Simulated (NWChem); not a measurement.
Molecule: CH4BF2N; SMILES B(N)(CF)F

```xyz
9

N      1.3683     0.6296    -0.0004
B     -0.0194     0.5721    -0.0004
F     -0.7538     1.6954     0.0006
C     -0.7703    -0.8206    -0.0018
F      0.1314    -1.8707     0.0010
H      1.9126    -0.2230    -0.0008
H      1.8991     1.4899     0.0005
H     -1.4251    -0.9117    -0.8884
H     -1.4303    -0.9112     0.8809
```
Atoms are numbered in this order, from 1.

Computed with NWChem. Structure relaxed at the PBE0/def2-SVP level. B3LYP is NWChem's, with the RPA form of VWN correlation. Atomic charges in e: unrestrained fits to the electrostatic potential beside Mulliken populations; buried atoms are poorly determined by the fit.

Problem. What does the run give for B3LYP/def2-SVP? Quantities: ESP N1; Mulliken N1; ESP B2; Mulliken B2; ESP F3; Mulliken F3; ESP C4; Mulliken C4; ESP F5; Mulliken F5; relative RMS misfit of the potential (%).

Solution. 
```json
{
  "ESP N1": "-0.77",
  "Mulliken N1": "-0.07",
  "ESP B2": "0.50",
  "Mulliken B2": "-0.05",
  "ESP F3": "-0.31",
  "Mulliken F3": "-0.13",
  "ESP C4": "0.16",
  "Mulliken C4": "0.25",
  "ESP F5": "-0.28",
  "Mulliken F5": "-0.30",
  "relative RMS misfit of the potential (%)": "25"
}
```
